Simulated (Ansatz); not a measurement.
Consider the substitution at a C–Se bond: `C[SeH]` + `CN[SiH2]O` → `CN(C)[SiH2]O` + H₂Se.

Computed with Ansatz on PBE0-D4/def2-TZVP structures; ΔE is electronic, products minus reactants. CCSD(T)/CBS is the MP2 limit (def2-TZVPP, def2-QZVPP) plus CCSD(T) − MP2 in def2-TZVPP, frozen cores. Functionals use def2-TZVPP. HSE06 is defined as in plane-wave codes. For Se outer-core shells are correlated without core-valence functions, which leaves a few kJ/mol of doubt a bond. Scalar relativity is left out up to krypton. Each species was taken in one conformer, which may not be the lowest.

`C[SeH]`:

```xyz
6

C     0.138   -0.081    0.522
Se    0.387    0.603   -1.286
H    -0.754    0.347    0.973
H     1.014    0.236    1.086
H     0.087   -1.167    0.517
H    -0.872    0.062   -1.812
```

`CN[SiH2]O`:

Cartesian coordinates in Å:
```
C 0.589 0.737 1.259
N 0.321 -0.499 0.559
Si -0.125 -0.632 -1.082
O -1.716 -0.423 -1.471
H -0.270 1.106 1.834
H 0.859 1.512 0.537
H 1.434 0.631 1.947
H 0.145 -1.281 1.170
H 0.154 -2.019 -1.512
H 0.677 0.400 -1.794
H -2.069 0.467 -1.446
```

`CN(C)[SiH2]O`:

Z-matrix (Å, degrees):
```
C
N 1 1.443
H 1 1.092 2 110.5
H 1 1.099 2 112.2 3 120.3
H 1 1.098 2 110.8 3 -119.4
C 2 1.441 1 113.8 3 177.2
Si 2 1.707 1 121.6 3 -14.6
H 6 1.100 2 112.3 1 61.5
H 6 1.092 2 110.5 1 -177.8
H 6 1.098 2 110.8 1 -58.5
O 7 1.652 2 117.3 1 -73.1
H 7 1.487 2 105.3 1 164.8
H 7 1.480 2 108.5 1 42.4
H 11 0.958 7 117.7 2 -68.5
```

H₂Se:

Cartesian coordinates in Å:
```
Se -0.122 -0.144 -0.658
H 0.211 -0.946 0.524
H -0.089 1.091 0.133
```

| level | ΔE (kJ/mol) |
| --- | --- |
| HSE06-D4 | 18.7 |
| PBE-QIDH | 20.5 |
| PBE0 | 21.7 |
| HF/def2-SVP | 8.8 |

Problem. What does CCSD(T)/CBS give? (Estimate.)

Solution. Ansatz gave: +20.2 kJ/mol. The listed levels differ from it by -1.5, 0.3, 1.5, -11.4 kJ/mol.

Largest T1 diagnostic among the species: 0.011.

The D4 term adds −5.6 kJ/mol with B3LYP and −3.3 kJ/mol with PBE0; it sums over pairs of atoms, weighted by their polarisabilities, and B3LYP, whose exchange is more repulsive, gets the larger term. Leaving LDA and LC-ωPBE aside and taking each functional with its dispersion term where it has one, the values, not all of them listed here, spread over 6.8 kJ/mol, from CAM-B3LYP-D4 to B2PLYP. LDA lies −14.6 kJ/mol from PBE without D4. From BLYP to BHLYP (50 % exact exchange), in def2-TZVPP and without D4, ΔE moves by −3.3 kJ/mol.

B3LYP here is the variant with VWN-RPA as its local correlation; programs differ in this.
